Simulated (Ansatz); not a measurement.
Consider the ligand exchange at the Si–O bond: `O=C(O)O[SiH2][SiH3]` + `[SH][GeH3]` → `[SiH3][SiH2][S][GeH3]` + `O=C(O)O`.

Gas-phase electronic energies from Ansatz, PBE0-D4/def2-TZVP geometries. CCSD(T)/CBS is the MP2 limit (def2-TZVPP, def2-QZVPP) plus CCSD(T) − MP2 in def2-TZVPP, frozen cores. Functionals use def2-TZVPP. B3LYP here is the variant with VWN-RPA as its local correlation; programs differ in this. For Ge outer-core shells are correlated without core-valence functions, which leaves a few kJ/mol of doubt a bond. Scalar relativity is left out up to krypton. Each species was taken in one conformer, which may not be the lowest.

```json
{"level": "r2SCAN-D4", "ΔE (kJ/mol)": "12.4"}
{"level": "PBE0-D4", "ΔE (kJ/mol)": "3.8"}
{"level": "B3LYP-D4", "ΔE (kJ/mol)": "16.7"}
{"level": "ωB97X-V", "ΔE (kJ/mol)": "17.9"}
{"level": "B3LYP", "ΔE (kJ/mol)": "21.4"}
{"level": "CCSD/def2-TZVPP", "ΔE (kJ/mol)": "20.2"}
{"level": "CCSD(T)/def2-TZVPP", "ΔE (kJ/mol)": "17.6"}
{"level": "MP2/def2-QZVPP", "ΔE (kJ/mol)": "11.1"}
```

Task: What does CCSD(T)/CBS give? (Best estimate.)

Result: The calculation gave: +14.2 kJ/mol. The listed levels differ from it by -1.8, -10.4, 2.5, 3.7, 7.2, 6.0, 3.4, -3.1 kJ/mol.

Largest T1 diagnostic among the species: 0.015.

In def2-TZVPP, CCSD(T) changes the Hartree–Fock value by −13.1 kJ/mol (the triples alone add −2.6 kJ/mol) and MP2 by −18.3 kJ/mol. The D4 term adds −4.8 kJ/mol with B3LYP and −2.7 kJ/mol with PBE0; it sums over pairs of atoms, weighted by their polarisabilities, and B3LYP, whose exchange is more repulsive, gets the larger term.
